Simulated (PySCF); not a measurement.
Gas-phase reaction: InI3 + 2 H → InI + 2 HI

Method: PySCF energies plus ideal-gas RRHO corrections (1 bar). † marks an energy on the PBE0/def2-TZVP geometry and frequencies; other levels use their own. CCSD(T) freezes the core. Open shells (unrestricted): H (multiplicity 2); the rest are closed-shell singlets. B3LYP is the form with VWN-RPA correlation. I, In: scalar-relativistic def2 core potential, no spin-orbit coupling. CCSD(T) isn't extrapolated to the basis-set limit; its ΔH°(298 K) is -236.2 kJ in def2-SVP and -257.3 kJ in def2-TZVPP. The harmonic model lacks anharmonicity and excited electronic states, which grow with temperature; levels with a mode under 35 cm⁻¹ are left out. Soft modes under 120 cm⁻¹ make the harmonic entropy rough for InI3.

```
level              ΔE electronic, kJ  ΔH°(298 K), kJ  ΔS°(298 K), J/K  ΔG°(600 K), kJ
-----------------  -----------------  --------------  ---------------  --------------
B3LYP/def2-TZVP†                -314            -295               52            -323
BLYP/def2-TZVP†                 -329            -310               52            -338
CCSD(T)/def2-SVP†               -255            -236               52            -264
HF/def2-TZVP†                   -171            -153               52            -181
M06-2X/def2-TZVP†               -240            -222               52            -250
PBE/def2-SVP                    -274            -257               50            -283
PBE/def2-TZVP†                  -275            -257               52            -285
PBE0/def2-QZVP†                 -259            -240               52            -268
PBE0/def2-SVP†                  -259            -240               52            -268
LDA/def2-TZVP†                  -287            -268               52            -296
```
ΔH° is lowest at BLYP/def2-TZVP† and highest at HF/def2-TZVP†. No reference value is set beside these.
